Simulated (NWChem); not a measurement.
# CH₃O₂ cation; SMILES O=C[OH2+]

```xyz
6

O     -0.2910     1.2129    -0.0011
C      0.4593     0.3471    -0.0034
O     -0.1514    -1.1087    -0.0258
H      1.5530     0.2073    -0.0154
H      0.3529    -1.9229     0.1766
H     -1.1226    -1.2009     0.0741
```
Atoms are numbered in this order, from 1.

Computed with NWChem. Coordinates come from a PBE0/def2-SVP optimisation. Level M06-2X/def2-SVP: energy and gradient on several grids; changes count from the extra-fine grid, which is no exact limit either.

```
grid     size of the energy change (μHa)  largest change of a gradient component (μHa/bohr)
-------  -------------------------------  -------------------------------------------------
xcoarse                            10000                                               5000
coarse                                10                                                500
medium                                20                                                100
fine                                < 10                                               < 30
xfine                               < 10                                               < 30
```
